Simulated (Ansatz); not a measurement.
Isolated molecules relaxed with PBE0-D4/def2-TZVP in Ansatz; ΔE leaves out vibrations. CCSD(T)/CBS is the MP2 limit (def2-TZVPP, def2-QZVPP) plus CCSD(T) − MP2 in def2-TZVPP, frozen cores. This one scheme is used for every species. Functionals use def2-TZVPP. Elements past krypton have def2 core potentials. For Mo outer-core shells are correlated without core-valence functions, which leaves a few kJ/mol of doubt a bond. Each species was taken in one conformer, which may not be the lowest.

Consider the ligand exchange at a Mo–O bond: `C[O][Mo]([OH])([F])([F])([Cl])[O]C` + H–F → `C[O][Mo]([OH])([F])([F])([F])[Cl]` + CH₃OH.

Problem. Is it downhill or uphill in electronic energy at CCSD(T)/CBS, and by how much? (Estimate.)

Solution. The calculation gave: Uphill: ΔE = +27.0 kJ/mol.

Problem. What do these levels give: r2SCANh-D4, r2SCAN0-D4, ωB97X-V, BLYP, r2SCAN0, CCSD/def2-TZVPP? (Estimate.)

Solution. The calculation gave: r2SCANh-D4 9.7, r2SCAN0-D4 12.2, ωB97X-V 4.9, BLYP -3.3, r2SCAN0 9.4, CCSD/def2-TZVPP 20.4 kJ/mol.

Largest T1 diagnostic among the species: 0.025, so the coupled-cluster value is less sure than usual.

In def2-TZVPP, CCSD(T) changes the Hartree–Fock value by +25.1 kJ/mol (the triples alone add +3.6 kJ/mol) and MP2 by +37.3 kJ/mol. Leaving LDA and LC-ωPBE aside and taking each functional with its dispersion term where it has one, the values, not all of them listed here, spread over 15.4 kJ/mol, from B97M-V to PBE-QIDH. LDA lies +14.6 kJ/mol from PBE without D4. The D4 term adds +10.8 kJ/mol with B3LYP and +6.3 kJ/mol with PBE0; it sums over pairs of atoms, weighted by their polarisabilities, and B3LYP, whose exchange is more repulsive, gets the larger term.

B3LYP here is the variant with VWN-RPA as its local correlation; programs differ in this.
